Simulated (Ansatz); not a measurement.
Start from `BCB(B)F` and change one atom or group to get `BCB(C)F`.

Ansatz, PBE0-D4/def2-TZVP geometries, multiplicity 1. Each molecule was computed in one conformer, which needn't be the lowest.

| property | `BCB(B)F` |
| --- | --- |
| LUMO energy (ωB97M-V/def2-TZVPP) / eV | -0.22 |
| HOMO–LUMO gap (ωB97M-V/def2-TZVPP) / eV | 10.19 |
| HOMO–LUMO gap (PBE/def2-TZVPP) / eV | 3.58 |
| HOMO energy (B3LYP/def2-TZVPP) / eV | -7.96 |
| HOMO–LUMO gap (B3LYP/def2-TZVPP) / eV | 5.56 |
| size of the dipole moment (ωB97M-V/def2-TZVPP) / D | 1.18 |

Problem. What does the change do to each property? (Estimate.)

Solution. Ansatz gave: 
| property | `BCB(C)F` | shift |
| --- | --- | --- |
| LUMO energy (ωB97M-V/def2-TZVPP) / eV | 0.32 | 0.54 |
| HOMO–LUMO gap (ωB97M-V/def2-TZVPP) / eV | 11.36 | 1.17 |
| HOMO–LUMO gap (PBE/def2-TZVPP) / eV | 4.72 | 1.14 |
| HOMO energy (B3LYP/def2-TZVPP) / eV | -8.53 | -0.57 |
| HOMO–LUMO gap (B3LYP/def2-TZVPP) / eV | 6.68 | 1.12 |
| size of the dipole moment (ωB97M-V/def2-TZVPP) / D | 1.37 | 0.19 |

With PBE0 the HOMO falls by 0.59 eV and the LUMO rises by 0.56 eV, so the gap widens by about 1.15 eV. PBE moves the HOMO by -0.51 eV and ωB97M-V by -0.63 eV. Dipoles are sizes alone; their direction can turn.

B3LYP here is the variant with VWN-RPA as its local correlation; programs differ in this.
